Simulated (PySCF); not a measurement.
## First hyperpolarisability: `C#Cc1ccc(B(C)C)s1`, C₈H₉BS

Molfile (atoms numbered from 1):
```
C8H9BS
     RDKit          3D

 19 19  0  0  0  0  0  0  0  0999 V2000
    5.0248   -0.8315   -1.3480 C   0  0  0  0  0  0  0  0  0  0  0  0
    3.9308   -0.7063   -0.8363 C   0  0  0  0  0  0  0  0  0  0  0  0
    2.6534   -0.5592   -0.2495 C   0  0  0  0  0  0  0  0  0  0  0  0
    2.3020   -0.7531    1.0802 C   0  0  0  0  0  0  0  0  0  0  0  0
    0.9348   -0.5145    1.3105 C   0  0  0  0  0  0  0  0  0  0  0  0
    0.2205   -0.1388    0.1796 C   0  0  0  0  0  0  0  0  0  0  0  0
   -1.2854    0.1972    0.0368 B   0  0  0  0  0  0  0  0  0  0  0  0
   -1.9165    0.5037   -1.3728 C   0  0  0  0  0  0  0  0  0  0  0  0
   -2.2030    0.2429    1.3155 C   0  0  0  0  0  0  0  0  0  0  0  0
    1.2845   -0.0880   -1.1851 S   0  0  0  0  0  0  0  0  0  0  0  0
    5.9940   -0.9430   -1.7979 H   0  0  0  0  0  0  0  0  0  0  0  0
    3.0245   -1.0559    1.8383 H   0  0  0  0  0  0  0  0  0  0  0  0
    0.4630   -0.6147    2.2894 H   0  0  0  0  0  0  0  0  0  0  0  0
   -1.2018    0.7178   -2.1816 H   0  0  0  0  0  0  0  0  0  0  0  0
   -2.6526    1.3224   -1.3218 H   0  0  0  0  0  0  0  0  0  0  0  0
   -2.4920   -0.3917   -1.6753 H   0  0  0  0  0  0  0  0  0  0  0  0
   -1.8213   -0.2968    2.1941 H   0  0  0  0  0  0  0  0  0  0  0  0
   -3.2294   -0.0967    1.1045 H   0  0  0  0  0  0  0  0  0  0  0  0
   -2.2938    1.3072    1.6058 H   0  0  0  0  0  0  0  0  0  0  0  0
  1  2  3  0
  2  3  1  0
  3  4  2  0
  4  5  1  0
  5  6  2  0
  6  7  1  0
  7  8  1  0
  7  9  1  0
  6 10  1  0
 10  3  1  0
  1 11  1  0
  4 12  1  0
  5 13  1  0
  8 14  1  0
  8 15  1  0
  8 16  1  0
  9 17  1  0
  9 18  1  0
  9 19  1  0
M  END
```

Theory: PySCF 2.14.0, quadratic response CAM-B3LYP/aug-cc-pVDZ first hyperpolarisability, Taylor convention, gas phase. Geometry: PBE0-D3(BJ)/def2-SVP.

Give β for the processes computed.

In au, Taylor convention; the vector part is βᵢ = ⅓ Σⱼ (βᵢⱼⱼ + βⱼᵢⱼ + βⱼⱼᵢ); β∥ is 3/5 of the vector part along the dipole, the dipole points from − to +:
```csv
process,λ (nm),β vector norm,β∥,β HRS,depolarisation ratio
"static β(0;0,0)",∞,701.8,74.9,310.3,4.12
"second harmonic β(−2ω;ω,ω)",1907,803.1,79.4,353.2,4.20
"Pockels β(−ω;ω,0)",1907,733.3,76.4,–,–
"second harmonic β(−2ω;ω,ω)",1064,1126.6,90.8,489.7,4.38
"Pockels β(−ω;ω,0)",1064,811.0,79.7,–,–
```

Which lowest excitations, dipole and polarisabilities go with it?

S1 4.34 eV (f = 0.453); S2 4.89 eV (f = 0.047); S3 5.21 eV (f = 0.000); dipole 0.73 D; isotropic α 138.1 au static, 138.9 au at 1907 nm, 140.8 au at 1064 nm, 141.5 au at 953.5 nm, 150.8 au at 532 nm.
